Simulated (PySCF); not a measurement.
Labels have come off several samples. The candidates:

A. `InChI=1S/C5H7FSi/c6-4-5-2-1-3-7-5/h1-3H,4,7H2`
B. SMILES C1(c2nccc(C)p2)CC1
C. `C(c1n(CC#C)cpc1)C`

Spectrum 1. 1H NMR (500 MHz, computed): δ 7.77 (m, 1H), 7.11 (m, 1H), 4.79 (d, 2H), 3.07 (q, 2H), 1.88 (t, 1H), 1.19 (t, 3H). 13C{1H} NMR (computed): δ 160.1 (CH), 147.7 (C), 134.9 (CH), 84.1 (C), 82.0 (CH), 42.4 (CH2), 26.5 (CH2), 19.3 (CH3).

Spectrum 2. 1H NMR (500 MHz, computed): δ 8.85 (m, 1H), 7.36 (m, 1H), 2.81 (m, 3H), 2.59 (m, 1H), 1.40 (m, 2H), 1.09 (m, 2H). 13C{1H} NMR (computed): δ 210.9 (C), 193.0 (C), 152.8 (CH), 127.2 (CH), 28.0 (CH3), 26.8 (CH), 17.5 (CH2).

Spectrum 3. 1H NMR (500 MHz, computed): δ 7.29 (m, 1H), 6.76 (m, 1H), 6.20 (m, 1H), 5.78 (m, 2H), 4.72 (m, 2H). 13C{1H} NMR (computed): δ 157.3 (C), 156.2 (CH), 143.5 (CH), 133.1 (CH), 88.6 (CH2).

[PySCF 2.14: NMR shieldings at PBE0/pcSseg-1/GIAO; GFN2-xTB geometry; one conformer; averaged over atoms made equivalent by symmetry, fast rotation or ring inversion; no solvent model; non-relativistic Hamiltonian]

δ = σ(ref) − σ, references computed at the same level: TMS for 1H (σ = 31.72 ppm) and 13C (σ = 186.93 ppm). Splittings of carbon signals by F and P are missing where no couplings were computed. Where no couplings were computed, multiplicities follow the n + 1 count of equivalent neighbours, and m marks all less simple cases (inequivalent or close neighbours, rings, F or P nearby). Shifts are as computed. Against solution values, carbons near 30 ppm lie about +3 ppm off and those near 130 ppm about +5 ppm. Of 1211 compounds with measured shifts, 218 miss one by over three times the rms of a fit or turn the order of signals round; such compounds aren't used in these exercises.

**Question.** Match each spectrum to its structure.

**Answer.** 1–C, 2–B, 3–A.

- Spectrum 1 (C): 8 13C signals; δC 160.1 is an aromatic CH next to a ring nitrogen; δC 134.9 is an aromatic CH.
- Spectrum 2 (B): 7 13C signals; δC 152.8 is an aromatic CH next to a ring nitrogen; δC 127.2 is an aromatic CH.
- Spectrum 3 (A): 5 13C signals; δC 157.3 is a fully substituted alkene carbon; δC 156.2 is an alkene CH.
